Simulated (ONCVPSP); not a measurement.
# Before and after: ONCV potential for phosphorus

ONCVPSP 4.0.1 input, shortened (lines: element, Z, core and valence counts, functional; n l f; lmax; l rc ep ncon nbas qcut; lloc lpopt rc5 dvloc0; l nproj debl; icmod fcfact rcfact), LDA (Perdew-Zunger), non-relativistic:

```
  P 15.00    3    2        3      upf
    1    0    2.00
    2    0    2.00
    2    1    6.00
    3    0    2.00
    3    1    2.00
    1
    0    1.40    0.00    3    8    4.60
    1    1.85    0.00    4    7    4.80
    4    5    1.20    0.00
    0    2    3.20
    1    1    2.40
    0    0.00    0.00
```

Change: s: qcut 4.2.

Cutoffs: the cutoffs (Ha) at which the residual kinetic energy of the hardest occupied pseudo-wave falls to 1 and 0.1 mHa per electron; they do not see the model core or the augmentation charge, which bear on the density cutoff. Errors are all-electron minus pseudo energies relative to the spin-unpolarised reference configuration.

Problem. How do hardness, ghosts and transferability respond?

Solution. The potential gets harder (10 Ha and 32 Ha → 12 Ha and 79 Ha); the errors of the 4 common tests hardly move; neither file shows a bound ghost.

```csv
quantity,base,changed
"cutoff, loose",10 Ha,12 Ha
"cutoff, tight",32 Ha,79 Ha
loose cutoff by channel,"s 10 Ha, p 4.8 Ha","s 12 Ha, p 4.8 Ha"
bound ghosts,none,none
GHOST(+) flags under 300 eV,s at 155.3 eV,s at 154.8 eV
"error for 3s2 3p3, meV [ΔE -9.83 eV]",+4.9,+5.0
"error for 3s2 3p1, meV [ΔE 19.26 eV]",+15,+15
"error for 3s2 3p0, meV [ΔE 49.17 eV]",+91,+93
"error for 3s0 3p5, meV [ΔE 7.12 eV]",+8.3,+8.9
s: phases at 1.42 bohr within 0.05 rad from the reference energy up to (Ha; the scan ends near 5),4.8,4.8
p: phases at 1.88 bohr within 0.05 rad from the reference energy up to (Ha; the scan ends near 5),1.5,1.5
```
